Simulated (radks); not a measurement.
Dy, 66 electrons, occupied as [Xe] 4f8.75 5d1.25 6s2 (fractional occupations, a model configuration). All-electron calculation, scalar-relativistic Kohn-Sham, r2SCAN, spin-unpolarised, spherical densities, finite nucleus; meta-GGA in the generalised Kohn-Sham scheme; Fermi nuclear charge, rms radius 5.2218 fm. Program: a radial shooting solver on a logarithmic mesh with Libxc functionals.

Unscreened Slater integrals over Kohn-Sham orbitals (eV).

| integral | value |
|---|---|
| F0(5d,5d) | 9.1781 |
| F2(5d,5d) | 4.4423 |
| F4(5d,5d) | 2.8335 |
| F0(5d,6s) | 7.1675 |
| G2(5d,6s) | 2.3637 |
| F0(5d,4f) | 12.379 |
| F2(5d,4f) | 2.6975 |
| F4(5d,4f) | 1.2732 |
| G1(5d,4f) | 1.2793 |
| G3(5d,4f) | 0.99818 |
| G5(5d,4f) | 0.75089 |
| F0(5d,5p) | 11.428 |
| F2(5d,5p) | 4.9623 |
| G1(5d,5p) | 5.5563 |
| G3(5d,5p) | 3.3788 |
| F0(6s,6s) | 6.3149 |
| F0(6s,4f) | 8.2584 |
| G3(6s,4f) | 0.24271 |
| F0(6s,5p) | 7.9321 |
| G1(6s,5p) | 0.52016 |
| F0(4f,4f) | 31.627 |
| F2(4f,4f) | 14.876 |
| F4(4f,4f) | 9.3043 |
| F6(4f,4f) | 6.6859 |
| F0(4f,5p) | 19.715 |
| F2(4f,5p) | 6.7103 |
| G2(4f,5p) | 3.4779 |
| G4(4f,5p) | 2.6785 |
| F0(5p,5p) | 16.387 |
| F2(5p,5p) | 8.8137 |

Derived for the open shells (J is the average intra-shell exchange parameter used in DFT+U). 4f: F4/F2 = 0.625, F6/F2 = 0.449, J = (286 F2 + 195 F4 + 250 F6)/6435 = 1.203 eV. 5d: Racah B = F2/49 - 5 F4/441 = 0.05853 eV, C = 35 F4/441 = 0.2249 eV, C/B = 3.84, F4/F2 = 0.638, J = (F2 + F4)/14 = 0.5197 eV.
